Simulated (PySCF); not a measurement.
CHN, charge -1, doublet, geometry from GFN2-xTB (a state made from the parent by changing its charge; the spin is typed, not shown lowest) (a gas-phase anion, which may not be bound at this level), with bond 2-1 at 1.8 times its length; CASSCF(3,5)/STO-3G in PySCF.

PySCF was given this input:
```python
from pyscf import gto, scf, mcscf
import numpy

mol = gto.M(
    atom='''
C    -0.46891078    0.31035098   -0.08089819
N     1.49021005   -0.65255884    0.19587642
H    -1.52296309   -0.28991338   -0.02466928
''',
    basis='sto-3g',
    charge=-1,
    spin=1,
    verbose=4,
)

mf = scf.ROHF(mol)
mf.kernel()
mc = mcscf.CASSCF(mf, 5, 3)
mc.kernel()
occ = numpy.linalg.eigvalsh(mc.fcisolver.make_rdm1(mc.ci, mc.ncas, mc.nelecas))[::-1]
ss = mc.fcisolver.spin_square(mc.ci, mc.ncas, mc.nelecas)[0]
print('natural occupations', occ.round(4), ' <S^2>', round(ss, 4))
```

Output, abridged:

```
PySCF version 2.14.0

[INPUT] verbose = 4
[INPUT] num. atoms = 3
[INPUT] num. electrons = 15
[INPUT] charge = -1
[INPUT] spin (= nelec alpha-beta = 2S) = 1
[INPUT] symmetry False subgroup None
[INPUT] Mole.unit = angstrom
[INPUT] Symbol           X                Y                Z      unit          X                Y                Z       unit  Magmom
[INPUT]  1 C     -0.468910780000   0.310350980000  -0.080898190000 AA   -0.886112951056   0.586478354690  -0.152875423073 Bohr   0.0
[INPUT]  2 N      1.490210050000  -0.652558840000   0.195876420000 AA    2.816088862574  -1.233157487764   0.370152788060 Bohr   0.0
[INPUT]  3 H     -1.522963090000  -0.289913380000  -0.024669280000 AA   -2.877983137921  -0.547856888047  -0.046618182890 Bohr   0.0

nuclear repulsion = 13.9325104236596
number of shells = 7
number of NR pGTOs = 33
number of NR cGTOs = 11
basis = sto-3g
ecp = {}

******** <class 'pyscf.scf.rohf.ROHF'> ********
method = ROHF
initial guess = minao
damping factor = 0
level_shift factor = 0
DIIS = <class 'pyscf.scf.diis.CDIIS'>
diis_start_cycle = 1
diis_space = 8
diis_damp = 0
SCF conv_tol = 1e-09
SCF conv_tol_grad = None
SCF max_cycles = 50
direct_scf = True
direct_scf_tol = 1e-13
num. doubly occ = 7  num. singly occ = 1
Set gradient conv threshold to 3.16228e-05
init E= -90.4797921815637
  HOMO = -0.0737281922784299  LUMO = 0.0594483026078728  gap/eV = 3.62392
cycle= 1 E= -90.4380044769213  delta_E= 0.0418  |g|= 0.896  |ddm|= 1.65
  HOMO = 0.570105544715146  LUMO = 0.679761643215186  gap/eV = 2.98389
cycle= 2 E= -86.6693122816237  delta_E= 3.77  |g|= 1.58  |ddm|= 3.62
  HOMO = 0.334222058545233  LUMO = 0.5674355055326  gap/eV = 6.34606
cycle= 3 E= -90.492416408597  delta_E= -3.82  |g|= 0.795  |ddm|= 3.64

WARN: HOMO 0.524776252217821 >= LUMO 0.360312594954686

cycle= 4 E= -91.0876506598957  delta_E= -0.595  |g|= 0.133  |ddm|= 1.46
  HOMO = 0.311477072904916  LUMO = 0.579235302414016  gap/eV = 7.28607
cycle= 5 E= -91.0970603077535  delta_E= -0.00941  |g|= 0.0938  |ddm|= 0.233
  HOMO = 0.325569367170505  LUMO = 0.572873957283036  gap/eV = 6.72950
cycle= 6 E= -91.1035548281115  delta_E= -0.00649  |g|= 0.0606  |ddm|= 0.155
  HOMO = 0.329479836623344  LUMO = 0.574278804395342  gap/eV = 6.66132
cycle= 7 E= -91.1069268767625  delta_E= -0.00337  |g|= 0.0476  |ddm|= 0.0873
  HOMO = 0.359392175472419  LUMO = 0.582397935378301  gap/eV = 6.06830
cycle= 8 E= -91.1138518748283  delta_E= -0.00692  |g|= 0.0239  |ddm|= 0.234
  HOMO = 0.370499912989718  LUMO = 0.594988899711058  gap/eV = 6.10866
cycle= 9 E= -91.1170142577921  delta_E= -0.00316  |g|= 0.0368  |ddm|= 0.246
  HOMO = 0.371961963714606  LUMO = 0.602089609572747  gap/eV = 6.26209
cycle= 10 E= -91.1181455459229  delta_E= -0.00113  |g|= 0.0361  |ddm|= 0.136
  HOMO = 0.370620420327148  LUMO = 0.612129090226331  gap/eV = 6.57179
cycle= 11 E= -91.1194236509515  delta_E= -0.00128  |g|= 0.0174  |ddm|= 0.13
  HOMO = 0.362394262991088  LUMO = 0.618843034238806  gap/eV = 6.97833
cycle= 12 E= -91.119656393698  delta_E= -0.000233  |g|= 0.00274  |ddm|= 0.0555
  HOMO = 0.362516632632173  LUMO = 0.616432556384226  gap/eV = 6.90940
cycle= 13 E= -91.1196663808741  delta_E= -9.99e-06  |g|= 0.00213  |ddm|= 0.0195
  HOMO = 0.36285553265934  LUMO = 0.616831158480328  gap/eV = 6.91103
cycle= 14 E= -91.119670079346  delta_E= -3.7e-06  |g|= 0.000267  |ddm|= 0.00442
  HOMO = 0.362905980192618  LUMO = 0.616889597535077  gap/eV = 6.91125
cycle= 15 E= -91.1196701515301  delta_E= -7.22e-08  |g|= 0.00035  |ddm|= 0.00181
  HOMO = 0.362854299779316  LUMO = 0.616875689597849  gap/eV = 6.91227
cycle= 16 E= -91.1196702459406  delta_E= -9.44e-08  |g|= 6.74e-05  |ddm|= 0.000577
  HOMO = 0.362848866892995  LUMO = 0.616876883141419  gap/eV = 6.91245
cycle= 17 E= -91.1196702500018  delta_E= -4.06e-09  |g|= 9.43e-06  |ddm|= 0.000192
  HOMO = 0.362847860804235  LUMO = 0.616876154644981  gap/eV = 6.91246
cycle= 18 E= -91.1196702500748  delta_E= -7.31e-11  |g|= 4.83e-07  |ddm|= 1.78e-05
  HOMO = 0.36284759458627  LUMO = 0.616876136578652  gap/eV = 6.91247
Extra cycle  E= -91.1196702500751  delta_E= -2.13e-13  |g|= 1.66e-07  |ddm|= 9.74e-07
converged SCF energy = -91.1196702500751

******** <class 'pyscf.mcscf.mc1step.CASSCF'> ********
CAS (2e+1e, 5o), ncore = 6, nvir = 0
max_cycle_macro = 50
max_cycle_micro = 4
conv_tol = 1e-07
conv_tol_grad = None
orbital rotation max_stepsize = 0.02
orbital rotation threshold for CI restart = 0.01
augmented hessian ah_max_cycle = 30
augmented hessian ah_conv_tol = 1e-12
augmented hessian ah_linear dependence = 1e-14
augmented hessian ah_level shift = 1e-08
augmented hessian ah_start_tol = 2.5
augmented hessian ah_start_cycle = 3
augmented hessian ah_grad_trust_region = 3
kf_trust_region = 3
kf_interval = 4
ci_response_space = 4
ci_grad_trust_region = 3
with_dep4 0
natorb = False
canonicalization = True
sorting_mo_energy = False
ao2mo_level = 2
internal_rotation = False
******** <class 'pyscf.fci.direct_spin1.FCISolver'> ********
max. cycles = 50
conv_tol = 1e-08
davidson only = False
linear dependence = 1e-12
level shift = 0.001
max iter space = 12
nroots = 1
pspace_size = 400
spin = None
CASCI E = -91.2018868196734  S^2 = 3.7500000
Set conv_tol_grad to 0.000316228
macro iter   1 ( 14 JK    4 micro), CASSCF E = -91.2148033377838  dE = -1.29165181e-02  S^2 = 3.7499999
               |grad[o]|=0.0938  |grad[c]|=0.00791  |ddm|=0.0768  |maxRot[o]|=0.163
macro iter   2 ( 11 JK    4 micro), CASSCF E = -91.2148513818633  dE = -4.80440795e-05  S^2 = 3.7499999
               |grad[o]|=0.00567  |grad[c]|=9.58e-05  |ddm|=0.00902  |maxRot[o]|=0.0108
macro iter   3 (  1 JK    1 micro), CASSCF E = -91.2148513834038  dE = -1.54049928e-09  S^2 = 3.7499999
               |grad[o]|=1.24e-05  |grad[c]|=2.93e-05  |ddm|=3.6e-05  |maxRot[o]|=    0
1-step CASSCF converged in   3 macro ( 26 JK   9 micro) steps
CASSCF canonicalization
Density matrix diagonal elements [0.761408   1.         0.60715194 0.62605725 0.0053828 ]
CASSCF energy = -91.2148513834038
CASCI E = -91.2148513834038  E(CI) = -0.974466363566805  S^2 = 3.7499999
natural occupations [1.000e+00 9.999e-01 9.999e-01 1.000e-04 1.000e-04]  <S^2> 3.75
```
